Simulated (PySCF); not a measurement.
SMILES OB([O][Ge]([Cl])([Cl])[Cl])O (H₂BCl₃GeO₃) (PBE0/def2-SVP optimised geometry):

```
10

Ge    -0.733    -1.005     0.000
Cl     1.416    -1.005     0.000
Cl    -1.425    -2.015    -1.732
Cl    -1.416     1.005     0.000
O     -1.341    -1.818     1.407
B     -0.807    -2.356     2.582
O      0.513    -2.399     2.866
O     -1.678    -2.864     3.485
H      1.085    -2.039     2.180
H     -2.588    -2.780     3.187
```

Calculation: PBE0/def2-TZVP run with PySCF.

### Question
What are the frontier orbital energies and the dipole moment?

### Answer
HOMO-2 -9.84 eV, HOMO-1 -9.78 eV, HOMO -9.53 eV, LUMO -2.11 eV, LUMO+1 0.31 eV; dipole moment 1.96 D.

On the same geometry PBE/def2-TZVP in PySCF gives HOMO-2 -8.33 eV, HOMO-1 -8.17 eV, HOMO -7.80 eV, LUMO -3.09 eV, LUMO+1 -0.56 eV; dipole moment 1.86 D.

Meta-Löwdin charges at PBE0/def2-TZVP: Ge1 1.13, Cl2 -0.27, Cl3 -0.24, Cl4 -0.24, O5 -0.62, B6 0.58, O7 -0.53, O8 -0.52, H9 0.35, H10 0.36.
